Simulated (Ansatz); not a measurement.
Reactions of `[SH][GaH][SH]`.

Calculated with Ansatz (gas phase, PBE0-D4/def2-TZVP geometries, no zero-point term in ΔE). CBS: MP2 limit from def2 TZ/QZ plus the TZ coupled-cluster correction, frozen cores. This one scheme is used for every species, atoms too. DFT in def2-TZVPP. No spin–orbit coupling; open shells (•) take unrestricted orbitals. Spin–orbit coupling would lower the free atoms: a little for S; clearly for Ga. For Ga outer-core shells are correlated without core-valence functions, so the limit isn't a true one: a few kJ/mol of doubt a bond, and 10 to 20 or more in all where bonds break to atoms. Scalar relativity is left out up to krypton. One conformer a species, not always the lowest.

| reaction | CCSD/CBS(def2) (kcal/mol) | r2SCAN-D4 (kcal/mol) | HF/CBS(def2) (kcal/mol) |
| --- | --- | --- | --- |
| `[SH][GaH][SH]` + H₂ → `[SH][GaH2]` + H₂S | 17.2 | 18.9 | 13.2 |
| `[SH][GaH][SH]` → Ga• + 3 H• + 2 S• | 380.6 | 389.5 | 272.3 |
| `[SH][GaH][SH]` + `[OH]`• → `[SH][Ga][SH]`• + H₂O | -39.5 | -41.1 | -24.1 |
| `[SH][GaH][SH]` + propene → `C/C=[CH]\[GaH][SH]` + H₂S | 23.4 | 24.4 | 26.9 |
| `[SH][GaH][SH]` + HCl → `[SH][GaH][Cl]` + H₂S | -6.9 | -6.7 | -10.3 |

(1) Give the CCSD(T)/CBS values in the same order. (Best estimate.)

Largest T1 diagnostic: 0.015, for `[SH][Ga][SH]`•.

Answers

(1) Ansatz gave: 18.4, 387.7, -41.1, 23.0, -6.4 kcal/mol.
